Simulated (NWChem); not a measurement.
## A calculation on germylsilane (H₆GeSi)

SMILES: [GeH3][SiH3]
```xyz
8

Si     0.0617     1.6043     0.0000
Ge    -0.0299    -0.7770     0.0000
H      0.7827     2.0914     1.2154
H      0.7827     2.0914    -1.2154
H     -1.3209     2.1722     0.0000
H     -0.7716    -1.2892     1.2495
H     -0.7716    -1.2892    -1.2495
H      1.3910    -1.3725     0.0000
```
Charge 0, spin multiplicity 1.

Everything below was run with NWChem. The geometry was optimised at PBE0/def2-SVP, a minimum by its harmonic frequencies.

Static limit. This basis has no diffuse functions, which lowers polarisabilities.

The Hamiltonian is non-relativistic. B3LYP has NWChem's definition, with VWN1-RPA local correlation. The Pople sets run with spherical d functions.

Problem. Give the polarisability tensor in bohr³ at B3LYP/6-31G* (spherical d), VWN1-RPA local correlation, in the frame of the coordinates, and its isotropic mean.

Solution. 
```
46.18   0.79   0.00
 0.79  66.61   0.00
 0.00   0.00  46.15
```
Mean (one third of the trace): 52.98 bohr³.
